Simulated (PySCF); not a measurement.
B3LYP has the VWN-RPA correlation part, as in Gaussian. Excitations are Tamm–Dancoff values on a coarser integration grid. The basis has no diffuse functions, so Rydberg states are missing or too high.

Cartesian coordinates (Å):
```xyz
11

C      1.3508    -0.4354     0.3793
C      0.3562     0.5065    -0.3132
Si    -1.4198    -0.0240    -0.0784
Cl    -2.6881     1.3031    -1.0452
H      1.2743    -1.4536    -0.0081
H      2.3793    -0.1037     0.2270
H      1.1770    -0.4795     1.4566
H      0.4618     1.5258     0.0683
H      0.5585     0.5583    -1.3865
H     -1.6584    -1.3659    -0.6532
H     -1.7917    -0.0315     1.3533
```
Charge 0, multiplicity 1.

**Question.** Predict the HOMO–LUMO gap, dipole moment and T1 excitation (TDA) from B3LYP-D3(BJ)/def2-TZVP (PySCF).

**Answer.** 
```yaml
HOMO–LUMO gap: 8.28 eV
dipole_moment: 2.01 D
T1 excitation (TDA): 6.86 eV
```
